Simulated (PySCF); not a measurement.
C3H6OSe, SMILES CC[Se]C=O.

Geometry: PBE0-D3(BJ)/def2-SVP. The structure was generated by enumeration, and PubChem lists no compound with its InChIKey, so it may never have been made. Other conformers were not sampled.

Vertical ionisation energy (IE) and electron affinity (EA) in eV. Rows of orbital energies are one-electron estimates. Where ΔSCF, EOM or ADC give a negative EA the extra electron is unbound and the value depends on the basis.

```
level                                              IE          EA
-----------------------------------------  ----------  ----------
−ε(HOMO), −ε(LUMO), HF/def2-TZVP (PySCF)         9.59       -3.08
−ε(HOMO), −ε(LUMO), PBE/def2-TZVP (PySCF)  (withheld)  (withheld)
```

**Question.** Fill in the missing entries. (An estimate is asked for; the answer gives what the named calculation found.)

**Answer.** 
- −ε(HOMO), −ε(LUMO), PBE/def2-TZVP (PySCF), IE: 6.00
- −ε(HOMO), −ε(LUMO), PBE/def2-TZVP (PySCF), EA: 1.96
